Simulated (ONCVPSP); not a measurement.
## Before and after: ONCV potential for Ta (Z = 73)

Ta, optimised norm-conserving Vanderbilt (ONCV), made with ONCVPSP 4.0.1 (BLYP, scalar-relativistic). Core [Kr] 4d10 4f14, reference 5s2 5p6 5d3 6s2. Waves: 5s+6s: rc 1.95 bohr, ncon 5, nbas 9, qcut 8 1/bohr, 2 projectors; 5p: rc 1.65 bohr, ncon 4, nbas 7, qcut 7 1/bohr, 2 projectors, debl 2 Ha; 5d: rc 1.65 bohr, ncon 4, nbas 8, qcut 9.5 1/bohr, local. Local part: the d channel. Core correction: none.

All-electron outer shells of the reference configuration (BLYP, scalar-relativistic, ld1.x):

```tsv
shell	level (eV)	outermost node (bohr)	outermost maximum (bohr)
5s	-72.82	0.54	0.98
5p	-39.20	0.58	1.13
4f	-24.45	–	0.44
6s	-5.32	1.32	2.74
5d	-3.45	0.65	1.58
```

Change: functional LDA (Perdew-Zunger).

Cutoffs: the cutoffs (Ha) at which the residual kinetic energy of the hardest occupied pseudo-wave falls to 1 and 0.1 mHa per electron; they do not see the model core or the augmentation charge, which bear on the density cutoff. Errors are all-electron minus pseudo energies relative to the spin-unpolarised reference configuration.

Question: What does the change do?

Answer: The potential gets neither clearly harder nor softer (21 Ha and 25 Ha → 21 Ha and 25 Ha); of the 4 tests that both files solve, the error grows in 3 and shrinks in 1 by more than 15 % and 0.3 meV (median size 1.6 → 1.5 meV); neither file shows a bound ghost.

| quantity | base | changed |
| --- | --- | --- |
| cutoff, loose | 21 Ha | 21 Ha |
| cutoff, tight | 25 Ha | 25 Ha |
| loose cutoff by channel | s 21 Ha, p 19 Ha, d 13 Ha | s 21 Ha, p 19 Ha, d 13 Ha |
| bound ghosts | none | none |
| GHOST(+) flags under 300 eV | none | none |
| error for 5s2 5p6 5d3 6s1, meV [ΔE 8.39 → 8.70 eV] | -0.4 | -1.9 |
| error for 5s2 5p6 5d3 6s0, meV [ΔE 23.45 → 24.01 eV] | +7.3 | -1.2 |
| error for 5s2 5p6 5d2 6s0, meV [ΔE 47.04 → 47.94 eV] | +2.8 | -10 |
| error for 5s2 5p6 5d3 6s1 6p1, meV [ΔE 4.17 → 4.26 eV] | 0.0 | -0.5 |
| s: phases at 1.98 bohr within 0.05 rad from the reference energy up to (Ha; the scan ends near 5) | to the end of the scan | to the end of the scan |
| p: phases at 1.67 bohr within 0.05 rad from the reference energy up to (Ha; the scan ends near 5) | to the end of the scan | to the end of the scan |
| d: phases at 1.67 bohr within 0.05 rad from the reference energy up to (Ha; the scan ends near 5) | 4.2 | 4.1 |
